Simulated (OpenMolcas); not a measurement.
**Os4+: effect of the basis set**

```json
{
 "Program": "OpenMolcas",
 "Method": "MS-CASPT2, IPEA 0.25 Eh, imaginary shift 0.1 Eh (closed shells correlated: 5s 5p)",
 "Active space": "4 electrons in 10 orbitals (5d 6d)",
 "State averaging": "2S+1 = 5 even, 5 roots; 2S+1 = 3 even, 45 roots; 2S+1 = 1 even, 50 roots",
 "Spin-orbit coupling": "RASSI with atomic mean-field integrals over the reference wave functions, term energies averaged over their components"
}
```

A. ANO-R2 [8s6p5d3f1g], X2C, finite nucleus; CASPT2 step about 24 core-minutes
B. ANO-RCC-VTZP [8s7p5d3f2g1h], DKH2, point nucleus; CASPT2 step of the order of 14 core-minutes
C. ANO-RCC-VQZP [9s8p6d4f3g2h], DKH2, point nucleus; CASPT2 step about 13 core-minutes

Energies in cm-1 above 5d4 5D0, the measured ground level; measured values from the list in Palmeri et al., Atoms 14, 22 (2026).

| Level | A | B | C | Measured |
| --- | --- | --- | --- | --- |
| 5d4 5D0 [64 %] | 0.0 | 0.0 | 0.0 | 0.0 |
| 5d4 5D1 | 4370 | 4370 | 4390 | 4311 |
| 5d4 5D2 | 8220 | 8210 | 8210 | 8083 |
| 5d4 5D3 | 11240 | 11220 | 11190 | 11018 |
| 5d4 5D4 [69 %] | 13330 | 13300 | 13200 | 12966 |
| 5d4 3P0(1) [51 %] | 18850 | 18800 | 18570 |  |
| 5d4 3H4 [57 %] | 21260 | 21210 | 20860 | 20374 |
| 5d4 3G3 [61 %] | 24950 | 24950 | 24580 | 23942 |
| 5d4 3P1(1) | 25420 | 25400 | 25100 | 24680 |
| 5d4 3F2(1) [67 %] | 25440 | 25430 | 25060 |  |
| 5d4 3H5 | 26420 | 26370 | 25970 | 25344 |
| 5d4 3H6 [75 %] | 28860 | 28780 | 28350 | 27669 |
| 5d4 3G5 | 38410 | 38370 | 37950 | 37016 |
| 5d4 3D1 | 39830 | 39860 | 39450 | 38536 |
| 5d4 1I6 [75 %] | 40850 | 40750 | 40220 | 39284 |
| 5d4 1S0(1) | 45950 | 45860 | 45480 |  |
| 5d4 1F3 [64 %] | 48350 | 48430 | 47880 | 46549 |
| 5d4 3P2(2) [68 %] | 52100 | 52270 | 51670 |  |
| 5d4 3F4(2) [57 %] | 55680 | 55780 | 55230 |  |
| 5d4 3F2(2) [60 %] | 57340 | 57510 | 56870 |  |
| 5d4 3F3(2) | 58090 | 58300 | 57660 | 55872 |
| 5d4 3P1(2) | 58380 | 58590 | 57920 | 55988 |
| 5d4 3P0(2) | 61610 | 61810 | 61120 |  |
| 5d4 1G4(2) | 62430 | 62560 | 61790 |  |

Deviations, from unrounded energies. A percentage is the sum of absolute deviations over the sum of measured energies, with the sign that they share, or ± where signs differ.

| Against measurement | Levels | A | B | C |
| --- | --- | --- | --- | --- |
| mean absolute deviation (cm-1) | 15 | 1100 | 1100 | 750 |
| fine structure of the ground term (%) | 4 | +2.1 | +2.0 | +1.7 |
| other terms of the ground configuration (%) | 11 | +3.9 | +4.0 | +2.7 |

C lies closest to measurement on these levels and B furthest from it. The largest miss of C in the table is 5d4 3P1(2), by +1900 cm-1. The ranking rests on the paired levels alone, and a cruder setting can come out closer through cancelling errors.

Among A to C the level of the table that moves most is 5d4 1G4(2), by 760 cm-1 (lowest in C, highest in B). Moves below CASPT2's spread within the term are not significant.

CASPT2 does not keep the components of a term degenerate, so their means are used; among the terms shown or strongly mixed into the levels shown the widest spread is 1100 cm-1 (5d4 1I, A). Active for correlation alone: 6d; no level in the range computed is led by a configuration that fills it, so any true level of that kind is missing. The CASPT2 spread within a term exceeds the gap to the next term for 5d4 3H and 5d4 3P(1), 5d4 3D and 5d4 1I, so the order of their levels is uncertain (figures for A; the like holds for B, C). Computed and measured levels are paired by configuration, term and J; levels that our copy of the source lacks, or whose pairing is in doubt (as where it misses far off the trend of its configuration), stay unpaired and out of the deviations. Levels of configurations outside the active space are missing. The table leaves out levels that lie high or whose names do not pair safely across all columns.

A share in square brackets marks a mixed level and gives the weight of the term that names it, the lowest over the columns. A number in round brackets counts repeated terms of one configuration in the order of the reference energies.
